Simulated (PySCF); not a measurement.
A GIAO shielding run with PySCF 2.14.0 with density-fitted response routines (density fitting, non-relativistic, gas phase) on `C=CC[Si@@H](/C=C\[SiH2]C#C)Cl`, C7H11ClSi2:

```
$ OMP_NUM_THREADS=1 python probes_run.py task.json out

{"job": {"kind": "nmr", "xc": "PBE0", "basis": "pcSseg-1"}, "charge": 0, "multiplicity": 1}
C      1.241372     2.009272    -1.294804
C      1.865301     1.087857    -0.839433
Si     2.873179    -0.315159    -0.170751
C      2.252631    -0.801901     1.544214
C      1.018734    -1.170942     1.883181
Si    -0.493628    -1.260665     0.764566
Cl    -1.714989    -2.692680     1.528787
C     -1.410899     0.420283     0.812450
C     -2.666977     0.373952     0.014233
C     -2.788941     0.851859    -1.210989
H      0.689873     2.814381    -1.690175
H      4.260787     0.153098    -0.041950
H      2.770156    -1.445717    -1.102839
H      3.006599    -0.791277     2.326572
H      0.836670    -1.443317     2.920703
H     -0.183544    -1.638336    -0.613858
H     -1.642662     0.678662     1.847414
H     -0.743515     1.185465     0.417457
H     -3.504882    -0.117344     0.491110
H     -3.710696     0.785986    -1.763089
H     -1.963491     1.333466    -1.709256
```

Hardware: 1 thread of an Arm Neoverse N1, shared host. The job also computes population analyses, field gradients.

**Question.** How large is the calculation?

**Answer.** 98 electrons, 246 basis functions and 1342 auxiliary functions.

**Question.** How long does it take, and how much memory does it need?

**Answer.** 110 s of wall time, with 15 SCF cycles and 5 response iterations; peak memory 1.2 GiB. Times on a shared host scatter by some tens of per cent.
